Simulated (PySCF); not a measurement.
Al(Me)2(H) anion (C2H7Al), SMILES [CH3][AlH][CH3] (connectivity only; charge and spin as stated), charge -1, multiplicity 2.

Geometry optimised at ωB97X-D3(BJ)/def2-SVPD. The spin state was assumed, not searched. The isomer is the one that the SMILES or the coordinates give; other isomers of the formula were not compared.

These are M06-2X/def2-TZVPD (PySCF) values and carry that method's errors.

 A positive occupied level means that this level leaves the electron formally unbound; only the finite basis holds it.

Task: Estimate the frontier levels, dipole moment and polarisability. (An estimate is asked for; the answer gives what the named calculation found.)

Result: 
```yaml
"α spin, highest occupied and lowest empty level": 0.32 and 4.26 eV
"β spin, highest occupied and lowest empty level": -3.51 and 0.58 eV
dipole_moment_about_the_centre_of_nuclear_charge: 3.40 D
mean_static_polarisability: 118.2 bohr³ (17.52 Å³)
polarisability_principal_values: 102.1, 125.6, 126.9 bohr³
"⟨S²⟩": 0.753 (pure state 0.75)
```
